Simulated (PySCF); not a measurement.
C5H4N, SMILES [c]1ccncc1, multiplicity 2.

The structure is a stationary point at ωB97X-D3(BJ)/def2-SVP. The isomer is the one that the SMILES or the coordinates give; other isomers of the formula were not compared.

Two levels are set side by side: PBE/def2-TZVP (PySCF) and CAM-B3LYP/def2-TZVP (PySCF). Same geometry, gas phase. Differences are taken from unrounded values.

```json
[
 {"quantity": "α-spin orbital gap (eV)", "CAM-B3LYP": "8.60", "PBE": "3.62", "PBE minus CAM-B3LYP": "-4.98"},
 {"quantity": "β-spin orbital gap (eV)", "CAM-B3LYP": "7.60", "PBE": "2.69", "PBE minus CAM-B3LYP": "-4.91"},
 {"quantity": "dipole moment (D)", "CAM-B3LYP": "1.21", "PBE": "0.91", "PBE minus CAM-B3LYP": "-0.30"},
 {"quantity": "mean polarisability (bohr³)", "CAM-B3LYP": "58.9", "PBE": "61.8", "PBE minus CAM-B3LYP": "2.9"}
]
```

Loosely held outer electrons make PBE densities more polarisable. Differences between two approximate levels are no errors against the true value.

Rough cost on one machine, each run with all the roots and properties that it gave: CAM-B3LYP against PBE within a factor of 2.
